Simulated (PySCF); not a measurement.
Correlation energy of Rh (rhodium, neutral)

[Kr] 4d7 5s1 6s1, high-spin 6F determinant (an excited configuration). Calculation: PySCF 2.14, in aug-cc-pVTZ-PP with ECP28MDF (6s6p5d3f2g, 88 functions); a scalar-relativistic core potential. Frozen: 4s2 4p6; 9 electrons correlated.

```tsv
level	correlation energy (mhartree)
CCSD	-197.69
(T)	-6.45
CCSD(T)	-204.14
```

Diagnostics: T1 = 0.012, D1 = 0.0475, largest double amplitude 0.039.

Task: Is a single reference adequate?

Result: Yes, within this model without spin-orbit coupling: T1 lies below 0.03 and no double amplitude reaches 0.07.
